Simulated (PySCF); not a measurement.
SMILES C[Si](C)([SiH2][SiH2]Br)C (C3H13BrSi3), singlet at its GFN2-xTB optimised geometry (Å):

```
20

C     -0.6716    -2.5269    -1.5568
Si    -0.0570    -1.6124     0.0000
C      1.8530    -1.6124     0.0000
C     -0.6792    -2.5223     1.5609
Si    -0.8287     0.6015     0.0000
Si     0.2748     2.0526    -1.4335
Br     0.9628     0.8829    -3.2261
H     -0.2886    -2.0608    -2.4605
H     -1.7563    -2.5265    -1.6192
H     -0.3453    -3.5633    -1.5624
H      2.2484    -2.6203     0.0896
H      2.2568    -1.0310     0.8248
H      2.2441    -1.1948    -0.9236
H     -1.7645    -2.5308     1.6055
H     -0.3435    -3.5554     1.5808
H     -0.3189    -2.0443     2.4674
H     -2.2568     0.7189    -0.3470
H     -0.7362     1.2710     1.3110
H      1.5419     2.6203    -0.9730
H     -0.4459     3.1482    -2.0807
```

Level of theory: PBE0/def2-SVP (PySCF). Cells within 0.4 Å of a nucleus heavier than hydrogen are left out (blank, or x).

Map of the log10 of the electron density (e/bohr³), floored at −4 on the plane z = 1.5 Å:

```
|0000000000000000000000000|
|0000000000000000000000000|
|0000000000000000000000000|
|0000000000000000000000000|
|0000000000000000000000000|
|0000000011221000000000000|
|0000000123443210000000000|
|0000001345654320000000000|
|0000012357876421000000000|
|0000012467986431000000000|
|0000013457876431000000000|
|0000012456665432111000000|
|0000012345555432333210000|
|0000002334554433455420000|
|0000001234555444566531000|
|0000012345666545566531000|
|0000024567887654555431000|
|0000135789998654444320000|
|0000136899xx8754333210000|
|0000135789998643332210000|
|0000024567998642221100000|
|0000012456898642100000000|
|0000001234666531000000000|
|0000000013444310000000000|
|0000000001122100000000000|
```
Scale: ten equal steps from -4.00 (start of '0') to -0.520 (end of '9'), in the order '0123456789'; x runs from -5.00 to 5.00, y from -5.00 (bottom) to 5.00 (top).
